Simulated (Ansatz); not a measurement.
A short molecular-dynamics run on Al₆As₆H₁₈, a cluster cut from wurtzite AlAs (hydrogen-capped).

```yaml
crystal:
  periodic: [false, false, false]
  atoms:
    - {symbol: As, position_ang: [-0.002993, -2.172042, -1.916859]}
    - {symbol: Al, position_ang: [-2.204524, -1.272262, -1.065513]}
    - {symbol: Al, position_ang: [0.003625, -2.595411, 2.080847]}
    - {symbol: As, position_ang: [-1.897260, -1.095855, 1.364323]}
    - {symbol: As, position_ang: [-1.881062, 1.083692, -1.917323]}
    - {symbol: Al, position_ang: [-2.247869, 1.300596, 2.078581]}
    - {symbol: Al, position_ang: [2.201521, -1.272402, -1.072667]}
    - {symbol: As, position_ang: [1.901580, -1.094943, 1.357901]}
    - {symbol: As, position_ang: [1.876772, 1.083820, -1.923709]}
    - {symbol: Al, position_ang: [-0.000901, 2.543299, -1.071672]}
    - {symbol: Al, position_ang: [2.253485, 1.301609, 2.071012]}
    - {symbol: As, position_ang: [0.001511, 2.194251, 1.358834]}
    - {symbol: H, position_ang: [-0.002895, -3.684709, -1.760683]}
    - {symbol: H, position_ang: [-0.006644, -2.113723, -3.443832]}
    - {symbol: H, position_ang: [-3.447869, -1.996495, -1.755457]}
    - {symbol: H, position_ang: [-0.002623, -3.850049, 1.062844]}
    - {symbol: H, position_ang: [0.006069, -2.774761, 3.672886]}
    - {symbol: H, position_ang: [-3.162979, -1.828379, 1.808756]}
    - {symbol: H, position_ang: [-1.829529, 1.051455, -3.444310]}
    - {symbol: H, position_ang: [-3.191363, 1.840133, -1.763181]}
    - {symbol: H, position_ang: [-3.334021, 1.925407, 1.058531]}
    - {symbol: H, position_ang: [-2.405075, 1.392304, 3.670360]}
    - {symbol: H, position_ang: [3.444258, -1.992941, -1.767556]}
    - {symbol: H, position_ang: [3.168466, -1.826247, 1.800806]}
    - {symbol: H, position_ang: [1.817308, 1.051868, -3.450368]}
    - {symbol: H, position_ang: [3.187687, 1.840395, -1.776658]}
    - {symbol: H, position_ang: [0.002388, 3.980661, -1.764757]}
    - {symbol: H, position_ang: [2.416547, 1.392958, 3.662282]}
    - {symbol: H, position_ang: [3.333602, 1.930096, 1.046615]}
    - {symbol: H, position_ang: [0.002797, 3.657675, 1.799938]}
basis:
  gaussian: {orbitals: "6-31G*"}
hamiltonian: {xc: {name: r2SCAN}}
md: {timestep: 0.5 fs, n_steps: 25, ensemble: nve, temperature: 700, initial_velocities: maxwell_boltzmann, seed: 936}
scf: {omitted_lower_state_checks: [starts]}
```

```sh
$ ansatz run in.yaml --threads 2 --pin off --events-out ev --progress --plain --max-ram 31744MiB --backend cuda --devices 0, --max-vram 18GiB
```

| step | time (fs) | potential energy (eV) | kinetic (eV) | T (K) | conserved (eV) |
| --- | --- | --- | --- | --- | --- |
| 0 | 0.0 | -404874.9043 | 2.5335 | 700 | -404872.3709 |
| 1 | 0.5 | -404874.8695 | 2.4990 | 690 | -404872.3705 |
| 2 | 1.0 | -404874.7934 | 2.4235 | 670 | -404872.3699 |
| 3 | 1.5 | -404874.6855 | 2.3164 | 640 | -404872.3691 |
| 4 | 2.0 | -404874.5586 | 2.1904 | 605 | -404872.3682 |
| 5 | 2.5 | -404874.4268 | 2.0595 | 569 | -404872.3673 |
| 6 | 3.0 | -404874.3041 | 1.9375 | 535 | -404872.3666 |
| 7 | 3.5 | -404874.2017 | 1.8355 | 507 | -404872.3661 |
| 8 | 4.0 | -404874.1269 | 1.7609 | 487 | -404872.3660 |
| 9 | 4.5 | -404874.0821 | 1.7160 | 474 | -404872.3662 |
| 10 | 5.0 | -404874.0644 | 1.6978 | 469 | -404872.3666 |
| 11 | 5.5 | -404874.0670 | 1.6998 | 470 | -404872.3672 |
| 12 | 6.0 | -404874.0804 | 1.7126 | 473 | -404872.3678 |
| 13 | 6.5 | -404874.0945 | 1.7261 | 477 | -404872.3684 |
| 14 | 7.0 | -404874.0996 | 1.7307 | 478 | -404872.3690 |
| 15 | 7.5 | -404874.0874 | 1.7180 | 475 | -404872.3693 |
| 16 | 8.0 | -404874.0519 | 1.6824 | 465 | -404872.3695 |
| 17 | 8.5 | -404873.9904 | 1.6209 | 448 | -404872.3695 |
| 18 | 9.0 | -404873.9037 | 1.5345 | 424 | -404872.3692 |
| 19 | 9.5 | -404873.7968 | 1.4281 | 395 | -404872.3687 |
| 20 | 10.0 | -404873.6787 | 1.3108 | 362 | -404872.3680 |
| 21 | 10.5 | -404873.5615 | 1.1944 | 330 | -404872.3672 |
| 22 | 11.0 | -404873.4579 | 1.0914 | 302 | -404872.3665 |
| 23 | 11.5 | -404873.3787 | 1.0126 | 280 | -404872.3661 |
| 24 | 12.0 | -404873.3301 | 0.9640 | 266 | -404872.3661 |
| 25 | 12.5 | -404873.3126 | 0.9462 | 261 | -404872.3664 |

Velocities are drawn at the set temperature; a run this short doesn't reach equilibrium.

The 6-31G sets use Cartesian d functions.

Frames (Å, forces in eV/Å):

```xyz
30
time=0.0 fs
As   -0.003   -2.172   -1.917    0.000   -0.171   -0.167
Al   -2.205   -1.272   -1.066   -0.003   -0.014    0.005
Al    0.004   -2.595    2.081   -0.006    0.007    0.028
As   -1.897   -1.096    1.364   -0.191   -0.105   -0.012
As   -1.881    1.084   -1.917   -0.156    0.088   -0.170
Al   -2.248    1.301    2.079    0.005   -0.008    0.032
Al    2.202   -1.272   -1.073    0.008   -0.009   -0.004
As    1.902   -1.095    1.358    0.190   -0.111   -0.012
As    1.877    1.084   -1.924    0.148    0.086   -0.168
Al   -0.001    2.543   -1.072    0.007    0.010    0.004
Al    2.253    1.302    2.071   -0.007   -0.003    0.031
As    0.002    2.194    1.359   -0.002    0.220   -0.011
H    -0.003   -3.685   -1.761    0.000    0.220   -0.047
H    -0.007   -2.114   -3.444    0.002   -0.034    0.203
H    -3.448   -1.996   -1.755    0.063    0.044    0.059
H    -0.003   -3.850    1.063    0.006    0.086    0.098
H     0.006   -2.775    3.673    0.001   -0.015   -0.132
H    -3.163   -1.828    1.809    0.139    0.082   -0.034
H    -1.830    1.051   -3.444   -0.030    0.017    0.205
H    -3.191    1.840   -1.763    0.192   -0.110   -0.048
H    -3.334    1.925    1.059    0.075   -0.042    0.098
H    -2.405    1.392    3.670   -0.013    0.010   -0.132
H     3.444   -1.993   -1.768   -0.064    0.039    0.061
H     3.168   -1.826    1.801   -0.138    0.081   -0.036
H     1.817    1.052   -3.450    0.032    0.015    0.204
H     3.188    1.840   -1.777   -0.191   -0.110   -0.046
H     0.002    3.981   -1.765   -0.005   -0.076    0.059
H     2.417    1.393    3.662    0.013    0.009   -0.134
H     3.334    1.930    1.047   -0.073   -0.047    0.099
H     0.003    3.658    1.800   -0.001   -0.161   -0.034
30
time=2.0 fs
As   -0.007   -2.172   -1.929    0.335   -1.256   -0.787
Al   -2.201   -1.280   -1.067   -0.243   -0.092   -0.012
Al   -0.007   -2.588    2.067   -0.099   -0.690    0.633
As   -1.893   -1.096    1.372   -0.512   -0.136    0.011
As   -1.877    1.083   -1.916   -0.541    0.159   -0.223
Al   -2.243    1.298    2.082    0.090    0.196   -0.403
Al    2.209   -1.256   -1.066    0.134   -0.283   -0.416
As    1.901   -1.088    1.358    0.366   -0.361    0.038
As    1.876    1.074   -1.918    0.509    0.550    0.270
Al   -0.010    2.537   -1.071    0.149   -0.503    0.387
Al    2.240    1.295    2.079    0.230    0.379   -0.398
As    0.007    2.198    1.355   -0.113   -1.301   -0.389
H     0.097   -3.765   -1.782   -0.200    1.428   -0.180
H     0.001   -2.088   -3.511   -0.012   -0.101    1.055
H    -3.457   -1.994   -1.768    0.160    0.105    0.126
H    -0.046   -3.953    1.093    0.082    0.689    0.395
H    -0.091   -2.753    3.734    0.141    0.083   -0.925
H    -3.166   -1.810    1.882    0.393    0.157   -0.210
H    -1.875    1.057   -3.438    0.138   -0.059    0.080
H    -3.214    1.828   -1.817    0.396   -0.207    0.122
H    -3.317    1.948    1.053    0.096   -0.136    0.120
H    -2.385    1.484    3.638   -0.070   -0.065    0.254
H     3.439   -1.972   -1.860   -0.333    0.190    0.360
H     3.184   -1.829    1.766   -0.281    0.144   -0.021
H     1.756    1.053   -3.425    0.182    0.003   -0.103
H     3.230    1.822   -1.735   -0.761   -0.353   -0.251
H    -0.023    3.962   -1.674    0.005    0.520   -0.291
H     2.455    1.443    3.645   -0.006   -0.061    0.066
H     3.302    1.988    1.027   -0.238   -0.282    0.287
H     0.027    3.586    1.788    0.000    1.282    0.404
30
time=4.0 fs
As   -0.011   -2.172   -1.942    0.680   -1.541   -0.908
Al   -2.199   -1.287   -1.068   -0.369   -0.099    0.021
Al   -0.018   -2.582    2.053   -0.197   -1.087    1.004
As   -1.890   -1.097    1.380   -0.634   -0.052   -0.041
As   -1.874    1.082   -1.914   -0.698    0.093   -0.240
Al   -2.239    1.295    2.084    0.196    0.358   -0.606
Al    2.216   -1.240   -1.061    0.088   -0.466   -0.717
As    1.900   -1.080    1.358    0.381   -0.513    0.030
As    1.876    1.064   -1.913    0.460    0.765    0.556
Al   -0.018    2.530   -1.071    0.291   -0.733    0.590
Al    2.227    1.288    2.087    0.350    0.677   -0.632
As    0.012    2.200    1.352   -0.234   -1.979   -0.505
H     0.190   -3.793   -1.810   -0.415    1.784   -0.197
H     0.009   -2.067   -3.539   -0.031   -0.132    1.279
H    -3.460   -1.988   -1.775    0.173    0.113    0.144
H    -0.087   -4.030    1.138    0.155    1.036    0.460
H    -0.183   -2.729    3.761    0.296    0.119   -1.257
H    -3.155   -1.786    1.947    0.432    0.117   -0.307
H    -1.915    1.061   -3.428    0.293   -0.125   -0.089
H    -3.223    1.809   -1.866    0.373   -0.170    0.303
H    -3.296    1.966    1.053    0.061   -0.195    0.088
H    -2.368    1.573    3.615   -0.104   -0.126    0.462
H     3.422   -1.944   -1.939   -0.430    0.241    0.570
H     3.190   -1.827    1.731   -0.269    0.122    0.046
H     1.701    1.054   -3.403    0.297   -0.013   -0.330
H     3.245    1.792   -1.702   -0.872   -0.330   -0.381
H    -0.047    3.963   -1.595    0.006    0.836   -0.474
H     2.493    1.491    3.630   -0.026   -0.125    0.199
H     3.262    2.034    1.018   -0.268   -0.437    0.350
H     0.052    3.561    1.791    0.014    1.861    0.583
30
time=6.0 fs
As   -0.014   -2.173   -1.955    0.900   -1.197   -0.505
Al   -2.197   -1.295   -1.069   -0.358   -0.038    0.112
Al   -0.029   -2.578    2.041   -0.233   -1.176    1.166
As   -1.886   -1.098    1.388   -0.537    0.146   -0.214
As   -1.871    1.082   -1.912   -0.625   -0.100   -0.285
Al   -2.234    1.293    2.086    0.301    0.522   -0.459
Al    2.224   -1.224   -1.056   -0.147   -0.545   -0.844
As    1.899   -1.073    1.359    0.242   -0.575   -0.025
As    1.875    1.055   -1.907   -0.048    0.744    0.504
Al   -0.026    2.522   -1.069    0.406   -0.364    0.541
Al    2.215    1.283    2.094    0.384    0.875   -0.594
As    0.017    2.202    1.348   -0.305   -1.021   -0.068
H     0.266   -3.754   -1.845   -0.538    1.433   -0.139
H     0.015   -2.050   -3.520   -0.041   -0.109    0.891
H    -3.457   -1.978   -1.777    0.092    0.066    0.106
H    -0.121   -4.068    1.200    0.211    1.098    0.334
H    -0.263   -2.700    3.741    0.417    0.115   -1.193
H    -3.128   -1.757    2.001    0.239   -0.034   -0.287
H    -1.944    1.059   -3.422    0.417   -0.169   -0.192
H    -3.217    1.783   -1.904    0.137   -0.017    0.449
H    -3.273    1.976    1.055   -0.023   -0.211    0.011
H    -2.354    1.658    3.609   -0.108   -0.226    0.367
H     3.388   -1.907   -1.997   -0.335    0.177    0.635
H     3.185   -1.820    1.698   -0.109    0.026    0.147
H     1.657    1.054   -3.393    0.396   -0.031   -0.313
H     3.227    1.749   -1.684   -0.495   -0.053   -0.407
H    -0.072    3.994   -1.533    0.017    0.555   -0.430
H     2.530    1.535    3.622   -0.066   -0.194    0.202
H     3.211    2.065    1.022   -0.166   -0.485    0.276
H     0.077    3.601    1.814   -0.023    0.784    0.215
30
time=8.0 fs
As   -0.017   -2.175   -1.968    0.851   -0.132    0.447
Al   -2.195   -1.303   -1.070   -0.247    0.064    0.244
Al   -0.040   -2.575    2.031   -0.162   -0.941    1.094
As   -1.883   -1.098    1.396   -0.300    0.411   -0.492
As   -1.868    1.081   -1.911   -0.436   -0.350   -0.394
Al   -2.229    1.292    2.087    0.395    0.695   -0.101
Al    2.231   -1.210   -1.052   -0.533   -0.529   -0.765
As    1.899   -1.067    1.359    0.036   -0.598   -0.090
As    1.875    1.046   -1.901   -0.924    0.560    0.157
Al   -0.033    2.513   -1.067    0.484    0.351    0.381
Al    2.203    1.278    2.100    0.355    0.957   -0.325
As    0.022    2.203    1.344   -0.343    0.228    0.488
H     0.323   -3.664   -1.885   -0.443    0.260   -0.020
H     0.020   -2.037   -3.469   -0.032    0.002   -0.125
H    -3.451   -1.966   -1.775   -0.051   -0.014    0.028
H    -0.148   -4.065    1.274    0.241    0.844    0.051
H    -0.327   -2.667    3.676    0.468    0.089   -0.735
H    -3.092   -1.730    2.045   -0.103   -0.243   -0.165
H    -1.957    1.052   -3.423    0.493   -0.181   -0.161
H    -3.207    1.757   -1.924   -0.177    0.170    0.523
H    -3.251    1.978    1.058   -0.129   -0.194   -0.084
H    -2.345    1.733    3.617   -0.093   -0.372    0.077
H     3.343   -1.864   -2.031   -0.066    0.008    0.528
H     3.177   -1.812    1.671    0.102   -0.092    0.246
H     1.629    1.054   -3.395    0.482   -0.053   -0.094
H     3.192    1.706   -1.680    0.271    0.400   -0.331
H    -0.096    4.045   -1.487    0.045   -0.080   -0.297
H     2.564    1.570    3.622   -0.131   -0.269    0.099
H     3.155    2.077    1.036    0.044   -0.419    0.081
H     0.100    3.671    1.845   -0.094   -0.572   -0.266
30
time=10.0 fs
As   -0.019   -2.177   -1.981    0.464    1.540    1.565
Al   -2.193   -1.310   -1.070   -0.127    0.168    0.375
Al   -0.052   -2.573    2.022    0.068   -0.356    0.724
As   -1.880   -1.099    1.403   -0.122    0.637   -0.773
As   -1.865    1.080   -1.910   -0.332   -0.546   -0.538
Al   -2.223    1.292    2.089    0.456    0.843    0.222
Al    2.238   -1.196   -1.050   -0.979   -0.458   -0.501
As    1.898   -1.060    1.359   -0.093   -0.663   -0.126
As    1.874    1.038   -1.895   -1.642    0.468   -0.220
Al   -0.040    2.505   -1.064    0.536    0.966    0.248
Al    2.192    1.275    2.106    0.284    0.922    0.046
As    0.027    2.204    1.340   -0.396    0.864    0.831
H     0.364   -3.565   -1.925   -0.048   -1.589    0.115
H     0.024   -2.024   -3.423   -0.010    0.182   -1.334
H    -3.446   -1.954   -1.772   -0.184   -0.090   -0.050
H    -0.165   -4.031    1.350    0.234    0.230   -0.365
H    -0.374   -2.631    3.585    0.404    0.057    0.160
H    -3.060   -1.713    2.082   -0.387   -0.406   -0.044
H    -1.951    1.037   -3.429    0.501   -0.152   -0.015
H    -3.203    1.737   -1.925   -0.341    0.270    0.513
H    -3.234    1.973    1.058   -0.214   -0.166   -0.157
H    -2.339    1.795    3.627   -0.076   -0.513   -0.201
H     3.295   -1.821   -2.045    0.312   -0.231    0.271
H     3.172   -1.808    1.653    0.218   -0.151    0.301
H     1.619    1.051   -3.400    0.520   -0.082    0.134
H     3.167    1.677   -1.690    0.915    0.760   -0.233
H    -0.118    4.093   -1.452    0.079   -0.630   -0.204
H     2.594    1.596    3.625   -0.204   -0.334   -0.027
H     3.101    2.074    1.053    0.312   -0.263   -0.186
H     0.121    3.721    1.867   -0.148   -1.277   -0.530
30
time=12.5 fs
As   -0.022   -2.178   -1.996    0.317    2.133    1.580
Al   -2.192   -1.320   -1.070   -0.128    0.236    0.461
Al   -0.066   -2.572    2.012    0.526    0.595    0.064
As   -1.877   -1.098    1.412   -0.275    0.708   -0.915
As   -1.862    1.079   -1.909   -0.488   -0.615   -0.634
Al   -2.215    1.294    2.090    0.451    0.944    0.340
Al    2.244   -1.179   -1.048   -1.363   -0.443   -0.128
As    1.898   -1.053    1.359   -0.029   -0.864   -0.101
As    1.872    1.028   -1.887   -1.311    0.940   -0.381
Al   -0.047    2.497   -1.060    0.584    1.304    0.169
Al    2.178    1.274    2.113    0.226    0.801    0.374
As    0.032    2.207    1.336   -0.495    0.797    0.923
H     0.413   -3.529   -1.971    0.148   -2.193    0.123
H     0.028   -1.997   -3.436   -0.020    0.225   -1.312
H    -3.450   -1.944   -1.771   -0.224   -0.119   -0.079
H    -0.175   -3.980    1.423    0.185   -0.799   -0.893
H    -0.413   -2.582    3.485    0.198    0.045    1.486
H    -3.040   -1.712    2.125   -0.356   -0.390   -0.093
H    -1.918    1.012   -3.437    0.404   -0.070    0.179
H    -3.215    1.726   -1.899   -0.141    0.180    0.395
H    -3.224    1.958    1.049   -0.234   -0.155   -0.166
H    -2.336    1.844    3.629   -0.065   -0.603   -0.341
H     3.253   -1.780   -2.050    0.703   -0.482   -0.053
H     3.176   -1.810    1.646    0.104   -0.072    0.284
H     1.634    1.043   -3.399    0.460   -0.123    0.208
H     3.182    1.680   -1.715    0.571    0.592   -0.219
H    -0.141    4.119   -1.420    0.108   -0.905   -0.183
H     2.619    1.610    3.628   -0.267   -0.368   -0.106
H     3.051    2.056    1.063    0.577   -0.068   -0.451
H     0.138    3.716    1.866   -0.166   -1.230   -0.530
```

Run time 2 min (2 threads of AMD EPYC 7R13 on a shared host and a share (18 GiB) of an NVIDIA H100 80GB HBM3), peak host memory 1.2 GiB.
